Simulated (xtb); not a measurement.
C₃H₁₀Si (SMILES C[SiH](C)C), singlet, at a GFN2-xTB geometry.

xtb was given this input:
```
$ xtb mol.xyz --gfn 0 --json

# file mol.xyz
14

Si     0.04227581     0.17410565     0.35767998
C     -0.94677323     1.32330318    -0.79306653
C      1.75998590    -0.15337865    -0.39419538
C     -0.88714883    -1.47441790     0.56171541
H      0.19817869     0.81616493     1.67671672
H     -1.08207267     0.88244973    -1.77698739
H     -1.93349276     1.53106784    -0.39013129
H     -0.44225768     2.27526120    -0.92863343
H      2.35085242    -0.80627152     0.24121477
H      1.68499224    -0.62713212    -1.36922950
H      2.31726365     0.76979478    -0.52198718
H     -1.02111986    -1.97760373    -0.39202130
H     -1.87270611    -1.32118853     0.99105908
H     -0.34788226    -2.15306147     1.21575889
```

Problem. Estimate the total energy that GFN0-xTB run with xtb 6.7.1 returns for this input.

Solution. -13.7224 Eh

Problem. Estimate the partial charges in atom order that GFN0-xTB returns for this input.

Solution. Si1 0.63, C2 -0.68, C3 -0.68, C4 -0.68, H5 -0.11, H6 0.17, H7 0.17, H8 0.17, H9 0.17, H10 0.17, H11 0.17, H12 0.17, H13 0.17, H14 0.17

Problem. Give the HOMO-LUMO gap at the level GFN0-xTB.

Solution. 6.34 eV
